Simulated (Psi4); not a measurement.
C₂H₃O (SMILES [CH2]C=O), doublet, at a GFN2-xTB geometry; PBE/6-31G** (Psi4).

Psi4 was given this input:
```
memory 2 GB

molecule {
0 2
  C    -1.15352607    0.22703967    0.00118414
  C     0.25306895    0.32812931   -0.01895806
  O     1.01761989   -0.63034413    0.02023200
  H    -1.61606621   -0.74411792    0.05421038
  H    -1.77848140    1.10068084   -0.03531154
  H     0.65633126    1.35517621   -0.07411131
}

set basis 6-31g**
set reference uks
set d_convergence 1e-4

energy('pbe')
print_variables()
```

Output, abridged:

```
   => Loading Basis Set <=

    Name: 6-31G**
    Role: ORBITAL
    Keyword: BASIS

         ---------------------------------------------------------
                                   SCF
               by Justin Turney, Rob Parrish, Andy Simmonett
                          and Daniel G. A. Smith
                              UKS Reference
         ---------------------------------------------------------

  ==> Geometry <==

    Molecular point group: c1
    Full point group: C1

    Geometry (in Angstrom), charge = 0, multiplicity = 2:

       Center              X                  Y                   Z               Mass
    ------------   -----------------  -----------------  -----------------  -----------------
         C           -1.216559922555     0.266444660461    -0.000086887660    12.000000000000
         C            0.190035097445     0.367534300461    -0.020229087660    12.000000000000
         O            0.954586037445    -0.590939139539     0.018960972340    15.994914619570
         H           -1.679100062555    -0.704712929539     0.052939352340     1.007825032230
         H           -1.841515252555     1.140085830461    -0.036582567660     1.007825032230
         H            0.593297407445     1.394581200461    -0.075382337660     1.007825032230

  Running in c1 symmetry.

  Rotational constants: A =      2.32658  B =      0.38325  C =      0.32904 [cm^-1]
  Rotational constants: A =  69748.99620  B =  11489.41376  C =   9864.48500 [MHz]
  Nuclear repulsion =   63.953369667345591

  Charge       = 0
  Multiplicity = 2
  Electrons    = 23
  Nalpha       = 12
  Nbeta        = 11

  ==> Algorithm <==

  SCF Algorithm Type is DF.
  DIIS enabled.
  MOM disabled.
  Fractional occupation disabled.
  Guess Type is SAD.
  Energy threshold   = 1.00e-06
  Density threshold  = 1.00e-04
  Integral threshold = 1.00e-12

  ==> Primary Basis <==

  Basis Set: 6-31G**
    Blend: 6-31G**
    Number of shells: 27
    Number of basis functions: 60
    Number of Cartesian functions: 60
    Spherical Harmonics?: false
    Max angular momentum: 2

  ==> DFT Potential <==

   => LibXC <=

    Version 7.1.2
    S. Lehtola, C. Steigemann, M. J. T. Oliveira, and M. A. L. Marques,  SoftwareX 7, 1–5 (2018) (10.1016/j.softx.2017.11.002)

   => Composite Functional: PBE <=

    PBE GGA Exchange-Correlation Functional

    J.P. Perdew et. al., Phys. Rev. Lett., 77(18), 3865-3868, 1996

    Deriv               =              1
[...]
      Ntotal   =   22.9999993879 ; deviation = -6.121e-07

   @Spin Contamination Metric:   8.187479180E-03
   @S^2 Expected:                7.500000000E-01
   @S^2 Observed:                7.581874792E-01
   @S   Expected:                5.000000000E-01
   @S   Observed:                5.000000000E-01

    Orbital Energies [Eh]
    ---------------------

    Alpha Occupied:

[...]
    Alpha Virtual:

[...]
    Beta Occupied:

[...]
    Beta Virtual:

[...]
      60A      4.377015

    Final Occupation by Irrep:
              A
    DOCC [    11 ]
    SOCC [     1 ]
    NA   [    12 ]
    NB   [    11 ]

  @DF-UKS Final Energy:  -152.98796663720316

   => Energetics <=

    Nuclear Repulsion Energy =             63.9533696673455907
    One-Electron Energy =                -333.9772960344722605
    Two-Electron Energy =                 137.3484931205570660
    DFT Exchange-Correlation Energy =     -20.3125333906335861
    Empirical Dispersion Energy =           0.0000000000000000
    VV10 Nonlocal Energy =                  0.0000000000000000
    Total Energy =                       -152.9879666372031579

  UHF NO Occupations:
  HONO-2 :   10  A 1.9993048
  HONO-1 :   11  A 1.9969324
  HONO-0 :   12  A 1.0000000
  LUNO+0 :   13  A 0.0030676
  LUNO+1 :   14  A 0.0006952
  LUNO+2 :   15  A 0.0001497
  LUNO+3 :   16  A 0.0001005

Computation Completed

Properties will be evaluated at   0.000000,   0.000000,   0.000000 [a0]

Properties computed using the SCF density matrix

 Multipole Moments:

 ------------------------------------------------------------------------------------
     Multipole            Electronic (a.u.)      Nuclear  (a.u.)        Total (a.u.)
 ------------------------------------------------------------------------------------

 L = 1.  Multiply by 2.5417464519 to convert [e a0] to [Debye]
 Dipole X            :          1.8795881           -2.7396844           -0.8600963
 Dipole Y            :         -1.1259719            1.7126867            0.5867148
 Dipole Z            :          0.0354745           -0.0552435           -0.0197691
 Magnitude           :                                                    1.0413408

 ------------------------------------------------------------------------------------

  Variable Map:
  ----------------------------------------------------------------------------
[...]
  Array Variable Map:
  ----------------------------------------------------------------------------
[...]
[...]
```
